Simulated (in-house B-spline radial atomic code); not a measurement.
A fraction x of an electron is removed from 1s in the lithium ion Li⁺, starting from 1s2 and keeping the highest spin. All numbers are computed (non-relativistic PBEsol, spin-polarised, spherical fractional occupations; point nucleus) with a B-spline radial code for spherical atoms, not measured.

| x | E(x) - E(0) (eV) | 1s down level (eV) |
| --- | --- | --- |
| 0 | 0.0000 | -59.839 |
| 0.1 | 6.1427 | -63.015 |
| 0.2 | 12.6031 | -66.192 |
| 0.36 | 23.5984 | -71.235 |
| 0.42 | 27.9284 | -73.097 |
| 0.5 | 33.8741 | -75.536 |
| 0.56 | 38.4600 | -77.319 |
| 0.63 | 43.9432 | -79.329 |
| 0.85 | 62.0205 | -84.648 |
| 0.92 | 67.9803 | -85.473 |
